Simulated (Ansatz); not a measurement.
ClGeI3, SMILES `[Cl][Ge]([I])([I])[I]`. Total charge 0; spin multiplicity 1. I takes the def2 core potential.

Cartesian coordinates in Å:
```
Cl -1.238 1.367 1.168
Ge -0.025 0.027 0.023
I -1.452 -1.874 -0.734
I 0.887 1.273 -1.937
I 1.828 -0.793 1.480
```

Q: What are the harmonic wavenumbers in cm⁻¹ at PBE0-D4/def2-TZVP (Ansatz, finite differences of forces, unscaled)? (Estimate.)

A: The calculation gave: 61, 61, 92, 114, 114, 191, 280, 280, 427.

Q: Is this a minimum?

A: Yes, all 9 modes are real.

Q: Give the ideal-gas thermochemistry at 298.15 K and 1 bar (rigid rotor, harmonic oscillator; point group C3v, symmetry number 3).

A: Zero-point energy 9.7 kJ/mol; H(298) − E = 34.2 kJ/mol; entropy 421.9 J/(mol·K), of which translation 186.1, rotation 131.3, vibration 104.6; G(298) − E = -91.6 kJ/mol. Modes under 100 cm⁻¹ are hindered rotations or soft bends, so the harmonic entropy is rough.

Q: And at 400, 500, 600, 800 and 1000 K?

A: 
```tsv
T (K)	H − E (kJ/mol)	S (J/mol/K)	G − E (kJ/mol)
400	44.7	452.3	-136.2
500	55.2	475.8	-182.7
600	65.8	495.2	-231.3
800	87.2	525.9	-333.5
1000	108.7	549.9	-441.2
```

Q: Rotational constants (cm⁻¹)?

A: 0.01237, 0.01237, 0.007897.
